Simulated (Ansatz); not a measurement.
A structure relaxed at PBE0-D4/def2-TZVP, charge 0, multiplicity 1:

| atom | x (Å) | y (Å) | z (Å) |
| --- | --- | --- | --- |
| C1 | 1.1862 | 0.0431 | -0.8758 |
| C2 | 0.1030 | -0.3610 | 0.1255 |
| C3 | -1.2568 | -0.5432 | -0.5503 |
| Al4 | 0.0235 | 0.8298 | 1.6672 |
| F5 | 1.3433 | 1.6635 | 2.1885 |
| F6 | -1.3580 | 1.0316 | 2.5388 |
| H7 | 1.2737 | -0.7028 | -1.6736 |
| H8 | 2.1681 | 0.1460 | -0.4082 |
| H9 | 0.9530 | 0.9982 | -1.3561 |
| H10 | 0.3934 | -1.3330 | 0.5529 |
| H11 | -1.1966 | -1.2953 | -1.3449 |
| H12 | -1.6018 | 0.3853 | -1.0151 |
| H13 | -2.0311 | -0.8623 | 0.1511 |

Task: Give its formula and SMILES.

Result: C3H7AlF2, `C[CH](C)[Al]([F])[F]`.

Task: Point group (tolerance 0.08 Å, 0.16 Å for H)?

Result: Cs.

Task: Summarise the bond lengths by kind.

Result: 2 × C–C 1.529 Å; 7 × C–H 1.092 to 1.101 Å; 1 × Al–C 1.950 Å; 2 × Al–F 1.646 Å.

Program: Ansatz 0.2.0.
